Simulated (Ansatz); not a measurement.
# A ladder of methods for SnH3F (SnFH3)

SnH3F: 5 atoms, total charge 0, spin state singlet. SMILES: `[H][Sn]([H])([H])[F]`. Geometry: a GFN2-xTB relaxation, a rough one for these elements and not checked as a minimum.

```csv
atom,x (Å),y (Å),z (Å)
Sn,-0.0026,0.0024,-0.1669
F,0.0117,-0.0193,1.7573
H,1.6192,0.0110,-0.5382
H,-0.8177,1.4085,-0.5125
H,-0.8106,-1.4026,-0.5397
```

Each level gives the energy change with the Sn1–H4 bond stretched from 1.662 to 2.492 Å (eV). The values are calculated.

```
                      level                    kind  program  value (eV)  less FCI/STO-3G
     HF/STO-3G (restricted)            Hartree–Fock   Ansatz        3.65            +1.09
  SVWN5/STO-3G (restricted)                     LDA   Ansatz        2.66            +0.10
    PBE/STO-3G (restricted)                     GGA   Ansatz        2.51            -0.05
 r2SCAN/STO-3G (restricted)                meta-GGA   Ansatz        2.74            +0.18
  BHLYP/STO-3G (restricted)           global hybrid   Ansatz        3.20            +0.64
wB97M-V/STO-3G (restricted)  range-separated hybrid   Ansatz        3.04            +0.48
 B2PLYP/STO-3G (restricted)           double hybrid   Ansatz        2.95            +0.39
RPA@PBE/STO-3G (restricted)                     RPA   Ansatz        2.55            -0.01
   CCSD/STO-3G (restricted)   coupled cluster or CI   Ansatz        2.62            +0.06
                 FCI/STO-3G      exact in the basis   Ansatz        2.56             0.00
```

FCI/STO-3G is exact within its basis and frozen core, so for wave-function methods in that basis the difference is their error; functionals converge differently with the basis, so for them it is only a difference. A spin-restricted reference rises too steeply as a bond breaks; here HF/STO-3G, BHLYP/STO-3G, wB97M-V/STO-3G lie well above the multireference or unrestricted value. All-electron rows without a relativistic Hamiltonian named are non-relativistic. The first shape isn't each level's own minimum. The values span 2.51 to 3.65 eV. All rows use very small basis sets, so none should be taken for the real molecule's value. In the correlated wave-function rows the outer d shell of Sn is correlated, in sets not made for it.
